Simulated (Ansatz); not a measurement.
BiH2I. Charge 0, multiplicity 1. Geometry PBE-D4/def2-TZVP.

Cartesian coordinates in Å:
```
Bi -0.4663 0.1245 -0.7748
H 0.1024 -1.5580 -0.4237
H -1.4254 0.0879 0.7602
I 1.7893 1.3456 0.4383
```

In the def2 sets Bi, I take a core potential; there is no spin–orbit coupling.

Q: Estimate the orbital energies around the gap (eV) in Ansatz with HF/def2-TZVP, PBE-D4/def2-SVP, r2SCAN-D4/def2-TZVPD, PBE0-D4/def2-TZVP, BHLYP-D4/def2-TZVP.

A: 
```
orbital  HF/def2-TZVP  PBE-D4/def2-SVP  r2SCAN-D4/def2-TZVPD  PBE0-D4/def2-TZVP  BHLYP-D4/def2-TZVP
 HOMO−5        -20.86           -15.32                -15.85             -17.00              -18.49
 HOMO−4        -12.54            -8.37                 -8.75              -9.62              -10.74
 HOMO−3        -11.79            -8.14                 -8.48              -9.25              -10.22
 HOMO−2        -10.50            -7.30                 -7.65              -8.35               -9.19
 HOMO−1         -9.77            -6.09                 -6.52              -7.33               -8.26
   HOMO         -9.48            -5.96                 -6.37              -7.16               -8.07
   LUMO          0.52            -2.90                 -2.83              -2.28               -1.54
 LUMO+1          2.04            -1.21                 -1.17              -0.61                0.10
 LUMO+2          2.52            -0.70                 -0.86              -0.18                0.54
 LUMO+3          5.04             5.04                  0.96               2.68                3.29
 LUMO+4          5.22             5.95                  1.24               3.00                3.54
 LUMO+5          5.25             6.01                  1.25               3.06                3.59
```
